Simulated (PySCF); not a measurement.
Input of a run (PBE0-D3(BJ)/def2-TZVP geometry optimisation, gas phase (PySCF 2.14.0)), started from GFN2-xTB:
```
{"job": {"xc": "PBE0", "basis": "def2-TZVP", "d3": "d3bj", "grid": 2, "shake": 0.01, "kind": "geom"}, "charge": 0, "multiplicity": 1}
C     -0.767830    -0.233050    -0.070460
C      0.477170     0.123110     0.037420
Br     1.071840     1.916100    -0.067590
Br     1.897260    -1.137140     0.314120
H     -1.550540     0.531900    -0.242410
H     -1.103740    -1.230940    -0.015740
```

Output (energies in Eh, forces in Eh/bohr):
```
step   0  E = -5225.03574415  max force = 0.035095
step   1  E = -5225.02873160  max force = 0.023691
step   2  E = -5225.03142540  max force = 0.022392
step   3  E = -5225.03677836  max force = 0.008580
step   4  E = -5225.03779051  max force = 0.004492
step   5  E = -5225.03802313  max force = 0.001952
step   6  E = -5225.03804712  max force = 0.000811
step   7  E = -5225.03805213  max force = 0.000221
optimisation converged
```

Summarise the run.

The energy falls by 0.063 eV over 8 energy and gradient evaluations, the largest force component goes from 0.0351 to 2.2e-04 Eh/bohr, and the atoms move by 0.026 Å rms after alignment. The bond that changes most is C2–Br4 (fully substituted alkene carbon to vinyl bromine), which shortens by 0.040 Å. Bonds longer at the end by more than 0.005 Å: 2 of 5; shorter: 3. Among the angles that change most is C2–C1–H6, from 124.1° to 120.5°. The energy rose by more than 1e-6 Eh at step 1.

What are the final bond lengths?

C1=C2 1.321 Å, C2–Br3 1.879 Å, C2–Br4 1.878 Å, C1–H5 1.082 Å, C1–H6 1.082 Å. Numbering counts from 1 in the input's order; the species is 1,1-dibromoethene (`C=C(Br)Br`).

The run used 170 basis functions and 60 SCF cycles in all. On Arm Neoverse N1, one thread, no GPU, shared host with 64 logical CPUs at a one-minute load of 47, this took 2.7 min wall and 0.68 GiB of memory at its peak.

PBE0-D3(BJ)/def2-TZVP frequencies: not computed here.
